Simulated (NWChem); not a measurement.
Molecule: C₂H₇FOSi; SMILES C[Si](C)(O)F

```xyz
12

C     -1.0340     0.0022     1.5931
Si    -0.0197     0.0867     0.0317
C     -1.0394     0.0908    -1.5402
O      0.9292     1.4441     0.1611
F      0.9441    -1.2195    -0.0470
H     -1.7045     0.8658     1.6691
H     -0.3865     0.0018     2.4765
H     -1.6467    -0.9059     1.6213
H     -0.4073     0.1384    -2.4352
H     -1.7200     0.9498    -1.5647
H     -1.6453    -0.8197    -1.6175
H      1.4964     1.6487    -0.5952
```
Atoms are numbered in this order, from 1.

All runs: NWChem. STO-3G and 3-21G are far too small for this property and stand as cheap habits. Geometry: optimised at B3LYP/6-31G* (spherical d). GIAO values for the isolated, static molecule; σ is the absolute isotropic shielding, δ = σ(reference) − σ with the isolated reference molecule computed at the same levels (13C: tetramethylsilane, 19F: trichlorofluoromethane, 1H: tetramethylsilane, 17O: water, 29Si: tetramethylsilane).

| level | δ Si2 (ppm) | δ C3 (ppm) | δ O4 (ppm) | δ F5 (ppm) | δ H6 (rotor mean) (ppm) | δ H9 (rotor mean) (ppm) | δ H12 (ppm) |
|---|---|---|---|---|---|---|---|
| BHandHLYP/pcSseg-1 | 5.5 | -0.8 | 58.4 | -141.1 | 0.18 | 0.09 | 2.16 |
| Hartree-Fock/STO-3G | 12.7 | -2.7 | -82.0 | -189.1 | 0.39 | 0.04 | -2.97 |
| LDA (Slater exchange, VWN5)/pcSseg-1 | (withheld) | -0.7 | (withheld) | (withheld) | (withheld) | 0.04 | (withheld) |

Question: Fill in the missing entries.

Answer: 
- LDA (Slater exchange, VWN5)/pcSseg-1, δ Si2 (ppm): 18.5
- LDA (Slater exchange, VWN5)/pcSseg-1, δ O4 (ppm): 86.2
- LDA (Slater exchange, VWN5)/pcSseg-1, δ F5 (ppm): -168.4
- LDA (Slater exchange, VWN5)/pcSseg-1, δ H6 (rotor mean) (ppm): 0.12
- LDA (Slater exchange, VWN5)/pcSseg-1, δ H12 (ppm): 2.24
